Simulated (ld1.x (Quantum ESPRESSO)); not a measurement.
Ti (Z = 22): PAW pseudisation with LDA (PZ), scalar-relativistic reference atom.

- Element: Ti (Z = 22)
- Generator: ld1.x (Quantum ESPRESSO) 7.5
- Type: PAW
- Functional: LDA (PZ)
- Relativity: scalar-relativistic
- Frozen core: [Ne] 3s2
- Valence charge: 10
- Reference configuration: 3p6 3d2 4s2 4p0
- Partial waves: 4s (bound): rcut 1.90, rcutus 2.65 bohr; 4s channel at 0.7 Ry: rcut 1.90, rcutus 2.65 bohr; 3p (bound): rcut 1.65, rcutus 2.30 bohr; 4p (bound, empty): rcut 1.65, rcutus 2.30 bohr; 3d (bound): rcut 1.95, rcutus 2.40 bohr; 3d channel at 0.3 Ry: rcut 1.95, rcutus 2.40 bohr
- Local potential: all-electron potential smoothed inside 1.75 bohr (lloc = -1)
- Core correction: a·sin(br)/r model core, default radius (ld1.x builds one for every PAW set, though the input has nlcc=.false.)
- Augmentation charge: PSQ, inside the norm-conserving radii

All-electron outer shells of the reference configuration (LDA (PZ), scalar-relativistic, ld1.x):

| shell | level (eV) | outermost node (bohr) | outermost maximum (bohr) |
| --- | --- | --- | --- |
| 2p | -443.98 | – | 0.22 |
| 3s | -62.26 | 0.40 | 0.87 |
| 3p | -38.78 | 0.37 | 0.90 |
| 4s | -4.60 | 1.25 | 2.88 |
| 3d | -4.46 | – | 0.97 |
| 4p | -1.54 | 1.39 | 3.80 |

Results:

```
Ghost test                                : ghost state, extra bound levels that the all-electron valence spectrum of the same l lacks: s at -9.8 eV (p not tested); a true bound ghost makes a file unfit for plane-wave use (spherical-Bessel basis up to 400 Ry, 20 bohr box)
Configuration tests                       : test run stopped at test 7 of 9 (negative rho), 3 before it not solved; not counted: 3p6 3d1 4s0 4p0 (solver errors, printed error -536 eV); 3p6 3d2.5 4s1.5 4p0 (solver errors, printed error -809 eV); 3p6 3d3 4s1 4p0 (solver errors, printed error -820 eV)
Lowest eigenvalue of the overlap operator : -0.44 (p channel); it is negative, so in a basis up to 400 Ry S is not positive definite and the file is unfit for use
Density cutoff estimated by the generator : 130 Ry
```

Note: ghost state, extra bound levels that the all-electron valence spectrum of the same l lacks: s at -9.8 eV (p not tested). A true bound ghost makes a file unfit for plane-wave use. Its overlap operator is not positive definite in a basis up to 400 Ry (lowest eigenvalue p -0.44), so the file is unfit for use: the generalised eigenproblem breaks down once the basis is large enough, and its test numbers describe a broken file.

Generation and tests took about 1.6 s on one core of a shared server CPU.
